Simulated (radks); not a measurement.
The numbers below are computed, except where a source is named.
Species: Pr II. Configuration: [Xe] 4f3 6s1. Code: a radial shooting solver on a logarithmic mesh with Libxc functionals. Model: non-relativistic Kohn-Sham, LDA (Slater exchange, Perdew-Wang correlation), spin-unpolarised, spherical densities, point nucleus; relativity is left out, which matters for an element this heavy. Some entries of the table are withheld. Estimate them.

orbital  occ.  eigenvalue (Ry)  <1/r> (bohr^-1)  r(max) (bohr)
1s          2        -2915.104            58.42        0.01707
2s          2              (1)            13.51        0.09383
2p          6        -431.2634            13.53        0.07312
3s          2        -98.27491            5.022         0.2638
3p          6        -87.81009            4.960         0.2506
3d         10        -68.25317            4.848         0.2014
4s          2        -19.58005            2.125         0.6083
4p          6        -15.65145            2.031         0.6175
4d         10         -8.73383            1.821         0.6350
5s          2         -3.01757           0.8274          1.422
5p          6         -1.97923           0.7255          1.563
4f          3         -0.73475            1.253         0.6734
6s          1         -0.58169           0.2979            (2)

Answer. 
(1) 2s eigenvalue (Ry): -455.2793
(2) 6s r(max) (bohr): 3.754
